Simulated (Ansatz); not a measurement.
CH₈GeInN, SMILES `C[N]([GeH3])[InH2]`, relaxed with RKS PBE0-D4/def2-TZVP in Ansatz 0.2.0 from a GFN2-xTB geometry. The force threshold is 0.005 eV/Å; the program also tests the step.

Charge 0, multiplicity 1. In takes the def2 core potential.

Start:

```xyz
12

C     1.294    0.593    0.493
N     0.079   -0.056    0.040
Ge   -1.508    0.700    0.422
In    0.288   -1.670   -1.186
H     1.285    0.730    1.581
H     2.169   -0.024    0.237
H     1.427    1.580    0.029
H    -2.563   -0.215   -0.123
H    -1.633    2.082   -0.183
H    -1.635    0.859    1.918
H     1.910   -2.210   -1.335
H    -1.111   -2.368   -1.894
```

Question: How much energy does the relaxation release, and in how many steps? (Best estimate.)

Answer: Computed: 1.89 kcal/mol, in 8 steps.

Question: Which bonds change most? (An estimate is asked.)

Answer: Ansatz gave: Ge3–H8 from 1.499 to 1.537 Å; Ge3–H10 from 1.510 to 1.546 Å; N2–Ge3 from 1.799 to 1.835 Å; Ge3–H9 from 1.513 to 1.546 Å.

Question: Give the relaxed structure. (Estimate.)

Answer: Computed: 
```xyz
12

C     1.285    0.608    0.487
N     0.116   -0.072   -0.042
Ge   -1.489    0.704    0.390
In    0.293   -1.751   -1.169
H     1.279    0.653    1.586
H     2.208    0.097    0.195
H     1.364    1.643    0.124
H    -2.604   -0.142   -0.246
H    -1.543    2.154   -0.142
H    -1.663    0.756    1.925
H     1.929   -2.215   -1.389
H    -1.174   -2.436   -1.718
```
